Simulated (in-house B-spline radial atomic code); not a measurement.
# RPA and G0W0 on LDA exchange-only: Co⁴⁺

Configuration [Ar] 3d5, highest spin, mean-field start LDA exchange-only. Computed with an all-electron radial atomic-structure program (B-spline basis): all electrons, non-relativistic, point nucleus, each spin shell either full or empty, empty states to l = 9 with an (l + 1/2)⁻⁴ tail; G0W0 by contour deformation at full frequency.

Command:
```bash
python run_gw.py task.json out
```
Settings (radii: box in bohr, nucleus in fm):
```
Z                        27
electrons                23
configuration            [Ar] 3d5
hamiltonian              nr
method                   lda,
lmax                     9
spin_polarised           True
box_radius               11.96
intervals                50
```

Cost of the run: 1.3 s on 1 thread of AMD EPYC 7R13 Processor (shared host).

Energies (hartree):

```
                                     term        value
                         mean-field total  -1373.94308
Hartree-Fock functional on these orbitals  -1377.60327
                      direct second order      -1.7938
                    second-order exchange        0.587
                         SOSEX correction      0.54024
```

**Question.** What is the RPA correlation energy, and what remains with SOSEX?

**Answer.** RPA gives -1.5763 hartree (-1.86 eV per electron); RPA + SOSEX gives -1.0361, and the second-order doubles -1.2068 hartree (no singles). SOSEX takes back 34 % of the RPA value.

Quasi-particle levels (eV):

| level | occupied | mean field | Σx - vxc | Σc | QP weight | G0W0 |
| --- | --- | --- | --- | --- | --- | --- |
| 3d up | yes | -67.35 | -14.71 | ? | ? | ? |
| 3p down | yes | -118.29 | -15.29 | 1.40 | 0.924 | -132.18 |
| 3d down | no | -60.38 | 13.04 | -5.70 | 0.946 | -53.04 |

G0W0 = mean field + (Σx - vxc) + Σc, with Σc (partial-wave tail included) taken at the quasi-particle energy. Only the outer levels were computed. Levels of low weight are left out.

**Question.** Where does G0W0 put 3d up?

**Answer.** At -80.23 eV, with Σc = 1.83 eV and a quasi-particle weight of 0.936. The tabulated removal energy is 79.5 ± 0.2 eV (NIST, semi-empirical); the calculation leaves out relativity, Breit and QED terms, and what these don't explain is the method's own error.
